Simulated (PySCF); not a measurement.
Predicted microwave data (PBE0/pcSseg-1 in PySCF (dipole) on a GFN2-xTB geometry, gas phase) for one isomer of C5H11NOSi2:

| Quantity | Value |
| --- | --- |
| Rotational constants | A = 1152, B = 876.7, C = 551.8 MHz |
| Dipole components | \|μa\| = 2.75 D, \|μb\| = 0.74 D, \|μc\| = 0.79 D |
| Inertial defect | -99.37 u·Å² |
| κ | 0.08 |

Question: Which candidate fits, each taken in the one conformer that was computed?
A. `[N:1]#[C:2][C@@H:3]1[CH2:4][O:5][SiH2:6][CH2:7][CH2:8][SiH2:9]1` with C2–C3–C4–O5 -82°, C3–C4–O5–Si6 46°, C4–O5–Si6–C7 -89°, O5–Si6–C7–C8 61°
B. `[CH2:1]=[CH:2][SiH2:3][CH2:4][C@@H:5]([C:6]#[N:7])[O:8][SiH3:9]` with C1–C2–Si3–C4 140°, C2–Si3–C4–C5 79°, Si3–C4–C5–C6 -70°, C4–C5–O8–Si9 78°
C. `[CH3:1][C:2]#[C:3][Si@H:4]([NH2:5])[C:6](=[O:7])[CH2:8][SiH3:9]` with C3–Si4–N5–H -142° and 73°, C3–Si4–C6–O7 139°, Si4–C6–C8–Si9 98°
D. `[CH3:1][SiH2:2][NH:3][SiH2:4][c:5]1[cH:6][cH:7][cH:8][o:9]1` with C1–Si2–N3–Si4 176°, Si2–N3–Si4–C5 176°, N3–Si4–C5–C6 -177°
E. `[CH2:1]=[N:2][C:3]1=[C:4]([CH2:5][CH2:6][OH:7])[SiH2:8][SiH2:9]1` with C1–N2–C3–C4 -103°, C3–C4–C5–C6 -152°, C4–C5–C6–O7 -53°, C5–C6–O7–H -59°

Answer: C. It is CC#C[Si@H](N)C(=O)C[SiH3], an asymmetric top, point group C1. The candidates at the same level (rigid rotor, commonest isotopes):

| SMILES | A (MHz) | B (MHz) | C (MHz) | μa (D) | μb (D) | μc (D) | Δ (u·Å²) | point group | rotor |
| --- | --- | --- | --- | --- | --- | --- | --- | --- | --- |
| N#C[C@@H]1CO[SiH2]CC[SiH2]1 | 1374 | 1153 | 965.3 | 0.47 | 1.39 | 2.61 | -282.50 | C1 | asymmetric top |
| C[SiH2]N[SiH2]c1ccco1 | 3057 | 511.6 | 444.2 | 0.81 | 1.14 | 0.01 | -15.33 | near Cs | near-prolate asymmetric top |
| C=C[SiH2]C[C@@H](C#N)O[SiH3] | 1737 | 689.6 | 553.0 | 1.55 | 2.59 | 2.15 | -109.84 | C1 | asymmetric top |
| C=NC1=C(CCO)[SiH2][SiH2]1 | 1642 | 897.0 | 609.7 | 0.04 | 2.30 | 1.81 | -42.27 | C1 | asymmetric top |
| CC#C[Si@H](N)C(=O)C[SiH3] | 1152 | 876.7 | 551.8 | 2.75 | 0.74 | 0.79 | -99.37 | C1 | asymmetric top |

`N#C[C@@H]1CO[SiH2]CC[SiH2]1` has C 75 % too high; `C=C[SiH2]C[C@@H](C#N)O[SiH3]` has A 51 % too high; `C[SiH2]N[SiH2]c1ccco1` has A 165 % too high; `C=NC1=C(CCO)[SiH2][SiH2]1` has A 43 % too high. No structure here is proved a minimum.
